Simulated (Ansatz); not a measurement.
Breaking the Cd1–H2 bond in CdH4Si (SMILES [SiH3][CdH]) (multiplicity 1 held, fragments rigid). Energies count from the point at 1.699 Å.
Geometry at that point (charge 0, multiplicity 1):
```xyz
6

Cd    -0.5664    -0.3105    -0.0798
H     -2.0453    -1.1213    -0.2881
Si     1.6349     0.8963     0.2303
H      2.2491     0.5938     1.5500
H      1.4709     2.3720     0.1537
H      2.6257     0.5132    -0.8099
```

Restricted levels (R-, RO-) in cc, def2 and unpolarised 6-31G sets keep to the state of the molecule at rest. Active spaces are followed from a long bond inwards. Curves can end on different states.

Frozen-core correlation.

Codes used: Ansatz (a first-principles code).  In def2 rows elements past Kr take small-core potentials, without spin–orbit coupling.

Energies in kcal/mol.

```csv
R (Å),R-PBE/def2-TZVPP,R-MP2/def2-TZVPP,R-SCS-MP2/def2-TZVPP,"CASSCF(2,2)/def2-TZVPP","FIC-MRCISD+Q on CASSCF(2,2)/def2-TZVPP"
1.359,24.1,21.4,22.8,30.4,24.3
1.529,4.6,3.1,3.7,7.3,4.5
1.699,0.0,0.0,0.0,0.0,0.0
1.869,2.9,4.5,4.1,0.9,3.3
2.039,9.4,12.7,11.9,6.0,10.3
2.294,21.6,27.5,26.2,16.5,23.0
2.549,33.9,42.3,40.7,27.5,35.6
2.974,51.6,64.2,61.9,42.8,52.4
3.399,65.0,81.1,78.4,53.0,62.8
3.908,75.9,95.3,91.9,59.3,68.7
4.588,84.6,105.6,101.1,62.0,71.0
5.438,89.8,107.4,100.8,62.6,71.5
```

Doubts at one or more of the structures used: a restricted determinant that unrestricted orbitals would lower (R-PBE/def2-TZVPP, R-MP2/def2-TZVPP, R-SCS-MP2/def2-TZVPP).
